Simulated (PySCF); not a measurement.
Members of one series of related molecules.

All values: PBE0/def2-SVPD (PySCF) at GFN2-xTB geometries, gas phase, one conformer each. Core orbitals are frozen in the response; Δα² is half the sum of the squared differences of the principal polarisabilities.

**Question.** Rank by mean static polarisability, lowest first.
A. `F[SiH2]C/C=C\Cl`
B. `CO[SiH2]C/C=C\Cl`
C. `P[SiH2]C/C=C\Cl`
D. `[SiH3]C[SiH2]C/C=C\Cl`

**Answer.** A (11.21 Å³), B (13.75 Å³), C (15.21 Å³), D (17.08 Å³).

All values together:

```json
{"SMILES": "[SiH3]C[SiH2]C/C=C\\Cl", "formula": "C4H11ClSi2", "μ (D)": "1.67", "HOMO (eV)": "-7.05", "LUMO (eV)": "-0.15", "α (Å³)": "17.08", "Δα (Å³)": "4.62", "electrons": "80", "α per electron (Å³)": "0.214"}
{"SMILES": "P[SiH2]C/C=C\\Cl", "formula": "C3H8ClPSi", "μ (D)": "1.56", "HOMO (eV)": "-7.01", "LUMO (eV)": "-0.25", "α (Å³)": "15.21", "Δα (Å³)": "4.08", "electrons": "72", "α per electron (Å³)": "0.211"}
{"SMILES": "CO[SiH2]C/C=C\\Cl", "formula": "C4H9ClOSi", "μ (D)": "1.83", "HOMO (eV)": "-6.98", "LUMO (eV)": "-0.08", "α (Å³)": "13.75", "Δα (Å³)": "5.00", "electrons": "72", "α per electron (Å³)": "0.191"}
{"SMILES": "F[SiH2]C/C=C\\Cl", "formula": "C3H6ClFSi", "μ (D)": "1.00", "HOMO (eV)": "-7.22", "LUMO (eV)": "-0.41", "α (Å³)": "11.21", "Δα (Å³)": "4.16", "electrons": "64", "α per electron (Å³)": "0.175"}
```

Conformers: `[SiH3:1][CH2:2][SiH2:3][CH2:4]/[CH:5]=[CH:6]\[Cl:7]` with Si1–C2–Si3–C4 73°, C2–Si3–C4–C5 67°, Si3–C4–C5–C6 -102°; `[PH2:1][SiH2:2][CH2:3]/[CH:4]=[CH:5]\[Cl:6]` with H–P1–Si2–C3 -179° and 88°, P1–Si2–C3–C4 49°, Si2–C3–C4–C5 -84°; `[CH3:1][O:2][SiH2:3][CH2:4]/[CH:5]=[CH:6]\[Cl:7]` with C1–O2–Si3–C4 180°, O2–Si3–C4–C5 179°, Si3–C4–C5–C6 -92°; `[F:1][SiH2:2][CH2:3]/[CH:4]=[CH:5]\[Cl:6]` with F1–Si2–C3–C4 62°, Si2–C3–C4–C5 93°.
